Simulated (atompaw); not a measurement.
## What one change does to a pseudopotential (Re (Z = 75), PAW (atompaw))

rhenium, PAW, made with atompaw 4.2.0.5 (LDA (PW92), scalar-relativistic). Core [Xe] 4f14, reference 5d5 6s2 6p0. Waves: 6s (bound): rc 2.40 bohr; 6s channel at 2.85 Ry: rc 2.40 bohr; 6p (bound, empty): rc 2.90 bohr; 6p channel at 4.05 Ry: rc 2.90 bohr; 5d (bound): rc 1.50 bohr; 5d channel at 0.4 Ry: rc 2.90 bohr. Local part: bessel scheme, radius 2.40 bohr. Core correction: smooth core density matched at 2.20 bohr. Augmentation charge: besselshape compensation charge, radius 2.45 bohr; PAW radius 2.90 bohr; waves and projectors: custom rrkj gramschmidtortho.

All-electron outer shells of the reference configuration (LDA (PW92), scalar-relativistic, ld1.x):

| shell | level (eV) | outermost node (bohr) | outermost maximum (bohr) |
| --- | --- | --- | --- |
| 5p | -47.21 | 0.56 | 1.06 |
| 4f | -42.59 | – | 0.41 |
| 6s | -6.15 | 1.24 | 2.54 |
| 5d | -5.57 | 0.62 | 1.43 |
| 6p | -1.43 | 1.48 | 3.61 |

Change: all radii scaled by about 1.26 (s 3.04, p 3.66, d 1.90 bohr); local potential bessel scheme, radius 3.04 bohr; augmentation besselshape compensation charge, radius 3.10 bohr; PAW radius 3.66 bohr; waves and projectors: custom rrkj gramschmidtortho; core correction smooth core density matched at 2.78 bohr.

Cutoffs: the cutoffs (Ry, on a coarse ladder) from which the occupation-weighted sum of valence levels, in a spherical-Bessel basis at the reference potential, stays within 10 and 1 mRy of its value at 400 Ry; they do not see the model core or the augmentation charge, which bear on the density cutoff.

Problem. What does the change do?

Solution. The potential gets softer (40 Ry and 70 Ry → 30 Ry and 45 Ry); neither file shows a bound ghost. A larger radius leaves more room for a smooth pseudo-wave, so fewer plane waves are needed.

```csv
quantity,base,changed
"cutoff, loose",40 Ry,30 Ry
"cutoff, tight",70 Ry,45 Ry
loose cutoff by channel (10 mRy a level),"s 6 Ry, d 35 Ry","s 6 Ry, d 25 Ry"
bound ghosts,none,none
lowest overlap eigenvalue by channel,"s 0.67, p 0.91, d 0.27","s 0.59, p 0.25, d 0.47"
```

 The cutoffs see the waves, projectors and local potential, not the compensation charge or the core.
